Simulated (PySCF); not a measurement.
BrH3OSiTe. Atoms are numbered in the order given.

```xyz
7

Te     0.2839     0.0292     0.9493
Br    -1.6830     0.6973    -0.5135
O      1.7012    -0.1526    -0.4398
Si     1.7886    -1.3910    -1.5805
H      1.7022    -2.7245    -0.9163
H      3.1052    -1.2343    -2.2536
H      0.6864    -1.2694    -2.5749
```
Charge 0, spin multiplicity 1.

Coordinates come from a B3LYP-D3(BJ)/def2-SVP optimisation. This is a generated structure with no PubChem entry under its InChIKey; it may be hypothetical. The def2 effective core potentials stand for the cores of Te; spin–orbit coupling is left out. The values are those of a single conformer.

All values below come from PBE/def2-TZVP (PySCF).

ESP charges are fitted to the potential on shells at 1.4 to 2.0 van der Waals radii. Atomic charges (e):

```
atom  Mulliken  ESP fit
----  --------  -------
Te1       0.42     0.24
Br2      -0.20    -0.11
O3       -0.45    -0.28
Si4       0.31     0.32
H5       -0.03    -0.07
H6       -0.02    -0.03
H7       -0.02    -0.06
```

Give the Mayer and Wiberg (Löwdin basis) orders of the bonds. (The exact figures need the calculation; the answer reports its results.)


```csv
bond,Mayer,Wiberg
Te1–Br2,1.10,1.60
Te1–O3,0.98,1.36
O3–Si4,1.09,1.63
Si4–H5,0.93,0.97
Si4–H6,0.94,0.96
Si4–H7,0.94,0.97
```
